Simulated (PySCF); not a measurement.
A geometry optimisation, step by step.

Compound: C₆H₁₃OP.
Numbering: `[CH2:1]=[CH:2][P@@:3]([CH3:4])(=[O:5])[CH:6]([CH3:7])[CH3:8]` (hydrogens: H9, H10 on C1; H11 on C2; H12, H13, H14 on C4; H15 on C6; H16, H17, H18 on C7; H19, H20, H21 on C8)

Computed by this run: PBE0-D3(BJ)/def2-SVP geometry optimisation, gas phase (PySCF); density fitting, grid level 1; the optimiser is geomeTRIC in internal coordinates, started from a GFN2-xTB structure with every atom displaced at random (about 0.01 Å). The frame can shift and turn from step to step; on so coarse a grid that alone can change the energy by a few meV, and forces under 0.02 eV/Å are noise.

Step 0: E = -17747.9392 eV, largest atomic force 3.556 eV/Å
```
atom  x, y, z in Å  |  force x, y, z in eV/Å
C1      2.774    0.920   -0.761   -0.962   0.524   1.150
C2      1.804    0.028   -0.917   -0.393   0.158   0.703
P3      0.495   -0.108    0.343    0.583  -2.147  -1.703
C4      0.694   -1.839    0.931   -3.403   0.894  -0.517
O5      0.619    0.872    1.423    0.052   1.749   1.681
C6     -1.080   -0.005   -0.602    0.385  -0.056   0.088
C7     -1.139    1.389   -1.189   -0.531   0.304   0.167
C8     -2.210   -0.266    0.357   -1.198  -0.121  -0.383
H9      3.559    1.090   -1.448    1.095  -0.009  -1.003
H10     2.726    1.591    0.107    0.050  -0.083   0.010
H11     1.771   -0.648   -1.747    0.026  -0.573  -0.811
H12    -0.051   -1.992    1.744    0.309   0.052  -0.278
H13     1.636   -1.951    1.330    2.679  -0.335   0.982
H14     0.479   -2.559    0.146    0.106  -0.348  -0.357
H15    -1.075   -0.768   -1.399    0.100  -0.023  -0.060
H16    -1.063    2.137   -0.380    0.047  -0.058  -0.093
H17    -0.330    1.568   -1.893    0.290   0.122  -0.303
H18    -2.103    1.555   -1.702    0.102  -0.025  -0.023
H19    -2.118    0.363    1.237    0.059   0.320   0.454
H20    -3.207   -0.047   -0.106    0.553  -0.067   0.163
H21    -2.251   -1.308    0.683    0.050  -0.277   0.132
```

Step 1: E = -17748.1783 eV, largest atomic force 1.138 eV/Å
```
atom  x, y, z in Å  |  force x, y, z in eV/Å
C1      2.327    0.682   -0.551    0.345  -0.003  -0.207
C2      1.388   -0.250   -0.710   -0.129  -0.158  -0.143
P3      0.073   -0.371    0.526   -0.207   0.272   0.107
C4      0.106   -2.091    1.093    1.069  -0.121   0.369
O5      0.213    0.641    1.631    0.030  -0.103  -0.101
C6     -1.490   -0.179   -0.425   -0.036  -0.001  -0.028
C7     -1.543    1.226   -1.017    0.115  -0.031  -0.043
C8     -2.688   -0.445    0.485    0.170  -0.012   0.070
H9      3.145    0.822   -1.275   -0.193  -0.044   0.152
H10     2.307    1.325    0.332   -0.052   0.084   0.071
H11     1.372   -0.921   -1.583    0.039   0.086   0.102
H12    -0.632   -2.236    1.888   -0.122   0.014   0.074
H13     1.130   -2.249    1.536   -0.787   0.024  -0.315
H14    -0.057   -2.815    0.285   -0.014  -0.033  -0.078
H15    -1.464   -0.928   -1.238   -0.015   0.007  -0.003
H16    -1.465    1.975   -0.215   -0.002   0.024   0.036
H17    -0.719    1.408   -1.724   -0.035  -0.011   0.033
H18    -2.493    1.383   -1.549   -0.033   0.012  -0.022
H19    -2.638    0.200    1.377   -0.014  -0.010  -0.053
H20    -3.621   -0.228   -0.051   -0.122   0.017  -0.019
H21    -2.732   -1.491    0.825   -0.008  -0.011  -0.001
```

Step 2: E = -17748.1974 eV, largest atomic force 0.347 eV/Å
```
atom  x, y, z in Å  |  force x, y, z in eV/Å
C1      2.329    0.676   -0.549    0.046   0.020  -0.034
C2      1.386   -0.254   -0.710   -0.039   0.005  -0.015
P3      0.067   -0.365    0.525   -0.037   0.071   0.038
C4      0.117   -2.090    1.095    0.310  -0.043   0.148
O5      0.211    0.648    1.626   -0.005  -0.032  -0.047
C6     -1.495   -0.178   -0.428   -0.036  -0.036  -0.002
C7     -1.540    1.228   -1.019    0.022   0.006   0.010
C8     -2.688   -0.445    0.486    0.022   0.004  -0.008
H9      3.151    0.801   -1.261   -0.019  -0.004   0.014
H10     2.286    1.345    0.319   -0.002  -0.025   0.007
H11     1.381   -0.932   -1.572    0.032  -0.011   0.019
H12    -0.632   -2.234    1.886   -0.032   0.001  -0.033
H13     1.118   -2.260    1.537   -0.218   0.023  -0.093
H14    -0.045   -2.811    0.281   -0.029   0.013  -0.015
H15    -1.471   -0.927   -1.241    0.000   0.006   0.002
H16    -1.460    1.975   -0.215   -0.005   0.000  -0.003
H17    -0.714    1.406   -1.724    0.000  -0.005   0.003
H18    -2.489    1.392   -1.555    0.001   0.000   0.001
H19    -2.635    0.202    1.375   -0.011   0.009  -0.003
H20    -3.630   -0.231   -0.042    0.000  -0.004   0.012
H21    -2.728   -1.490    0.828   -0.001   0.001  -0.004
```

Step 3: E = -17748.1994 eV, largest atomic force 0.061 eV/Å
```
atom  x, y, z in Å  |  force x, y, z in eV/Å
C1      2.338    0.671   -0.549   -0.028  -0.002   0.055
C2      1.387   -0.252   -0.708    0.001   0.010  -0.020
P3      0.064   -0.358    0.524    0.032  -0.002   0.016
C4      0.119   -2.083    1.096   -0.025   0.003   0.003
O5      0.205    0.658    1.621   -0.003   0.006  -0.012
C6     -1.498   -0.179   -0.430   -0.010  -0.018   0.004
C7     -1.543    1.226   -1.021   -0.006   0.010   0.005
C8     -2.689   -0.446    0.487    0.001   0.002  -0.003
H9      3.164    0.789   -1.256    0.014  -0.012  -0.016
H10     2.299    1.337    0.321   -0.005   0.011  -0.010
H11     1.391   -0.940   -1.563   -0.004  -0.013  -0.013
H12    -0.640   -2.227    1.878   -0.012  -0.007  -0.023
H13     1.108   -2.259    1.540    0.050  -0.005   0.023
H14    -0.044   -2.798    0.276   -0.016   0.011   0.000
H15    -1.473   -0.929   -1.241   -0.001   0.005  -0.002
H16    -1.464    1.974   -0.217   -0.001  -0.004  -0.004
H17    -0.715    1.403   -1.724    0.005   0.000  -0.003
H18    -2.490    1.390   -1.558    0.003   0.000  -0.002
H19    -2.638    0.205    1.373   -0.001   0.004   0.001
H20    -3.635   -0.237   -0.038    0.007  -0.002  -0.002
H21    -2.726   -1.490    0.832   -0.001   0.002   0.002
```

Step 4: E = -17748.1997 eV, largest atomic force 0.054 eV/Å
```
atom  x, y, z in Å  |  force x, y, z in eV/Å
C1      2.334    0.670   -0.544    0.012  -0.013  -0.025
C2      1.388   -0.256   -0.710   -0.014   0.020   0.030
P3      0.065   -0.357    0.522   -0.002  -0.032  -0.012
C4      0.119   -2.081    1.097   -0.044   0.013  -0.009
O5      0.207    0.663    1.616    0.003   0.011  -0.001
C6     -1.498   -0.180   -0.430   -0.004  -0.006   0.012
C7     -1.541    1.225   -1.024   -0.004   0.003   0.001
C8     -2.688   -0.443    0.488   -0.004   0.003  -0.002
H9      3.165    0.783   -1.246    0.015   0.013  -0.002
H10     2.286    1.340    0.322   -0.001  -0.005  -0.003
H11     1.397   -0.946   -1.563    0.005   0.000   0.005
H12    -0.644   -2.225    1.874   -0.006  -0.007  -0.006
H13     1.106   -2.260    1.543    0.048  -0.007   0.024
H14    -0.046   -2.795    0.276   -0.003   0.004  -0.001
H15    -1.474   -0.932   -1.241   -0.002   0.002  -0.003
H16    -1.461    1.974   -0.221    0.000  -0.001  -0.001
H17    -0.713    1.400   -1.727    0.002   0.000  -0.001
H18    -2.488    1.389   -1.561    0.001  -0.001  -0.003
H19    -2.637    0.211    1.372    0.001   0.001  -0.001
H20    -3.633   -0.235   -0.037   -0.001  -0.001  -0.003
H21    -2.726   -1.487    0.836   -0.001   0.001   0.002
```

Step 5: E = -17748.1998 eV, largest atomic force under 0.02 eV/Å
```
atom  x, y, z in Å  |  force x, y, z in eV/Å
C1      2.339    0.668   -0.545   -0.007   0.002  -0.009
C2      1.389   -0.256   -0.705    0.002  -0.008  -0.004
P3      0.064   -0.357    0.525    0.000   0.003  -0.004
C4      0.117   -2.081    1.100   -0.007   0.008  -0.006
O5      0.203    0.666    1.616    0.002   0.006   0.004
C6     -1.498   -0.180   -0.430    0.003   0.000   0.004
C7     -1.540    1.224   -1.025    0.001  -0.001  -0.002
C8     -2.690   -0.442    0.486   -0.002   0.002   0.000
H9      3.171    0.776   -1.248   -0.005   0.004   0.003
H10     2.290    1.345    0.314    0.007  -0.006   0.007
H11     1.399   -0.951   -1.555    0.004  -0.005   0.008
H12    -0.652   -2.226    1.873   -0.002  -0.001   0.002
H13     1.103   -2.260    1.550    0.003  -0.002   0.006
H14    -0.047   -2.792    0.277    0.006  -0.002  -0.001
H15    -1.473   -0.932   -1.240   -0.003   0.001  -0.003
H16    -1.462    1.973   -0.222    0.001   0.001   0.000
H17    -0.710    1.399   -1.727    0.000   0.000   0.001
H18    -2.485    1.389   -1.564    0.000  -0.002  -0.002
H19    -2.640    0.214    1.369    0.000   0.000  -0.002
H20    -3.634   -0.235   -0.042   -0.002  -0.001  -0.002
H21    -2.728   -1.485    0.836    0.000   0.000   0.002
```

**Question.** Summarise the path.

**Answer.** The energy falls by 6.01 kcal/mol from step 0 to step 5; nine tenths of that is first reached at step 1. It falls at every step. The largest force goes from 3.556 to under 0.02 eV/Å. Among the bonds C4–H13 changes most, from 1.029 to 1.099 Å; the atoms move by 0.048 Å rms after alignment.

**Question.** Follow the three bonds and two angles with the largest change from start to end.

**Answer.** 
```json
{"step": "0", "E above end (kcal/mol)": "6.01", "largest force (eV/Å)": "3.556", "C4–H13 (Å)": "1.029", "P3=O5 (Å)": "1.464", "C1–H9 (Å)": "1.057", "H13–C4–H14 (°)": "112.9", "C2–C1–H9 (°)": "125.1"}
{"step": "1", "E above end (kcal/mol)": "0.49", "largest force (eV/Å)": "1.138", "C4–H13 (Å)": "1.127", "P3=O5 (Å)": "1.504", "C1–H9 (Å)": "1.102", "H13–C4–H14 (°)": "109.3", "C2–C1–H9 (°)": "122.3"}
{"step": "2", "E above end (kcal/mol)": "0.06", "largest force (eV/Å)": "0.347", "C4–H13 (Å)": "1.107", "P3=O5 (Å)": "1.503", "C1–H9 (Å)": "1.095", "H13–C4–H14 (°)": "109.1", "C2–C1–H9 (°)": "122.2"}
{"step": "3", "E above end (kcal/mol)": "0.01", "largest force (eV/Å)": "0.061", "C4–H13 (Å)": "1.098", "P3=O5 (Å)": "1.502", "C1–H9 (Å)": "1.094", "H13–C4–H14 (°)": "109.3", "C2–C1–H9 (°)": "122.4"}
{"step": "4", "E above end (kcal/mol)": "0.00", "largest force (eV/Å)": "0.054", "C4–H13 (Å)": "1.098", "P3=O5 (Å)": "1.502", "C1–H9 (Å)": "1.094", "H13–C4–H14 (°)": "109.4", "C2–C1–H9 (°)": "122.0"}
{"step": "5", "E above end (kcal/mol)": "0.00", "largest force (eV/Å)": "under 0.02", "C4–H13 (Å)": "1.099", "P3=O5 (Å)": "1.502", "C1–H9 (Å)": "1.094", "H13–C4–H14 (°)": "109.5", "C2–C1–H9 (°)": "122.2"}
```

The cost below is that of the whole optimisation. Hardware: an Arm Neoverse V2 with one thread (shared host). Cost: 1.7 min wall, 0.75 GiB resident at most.
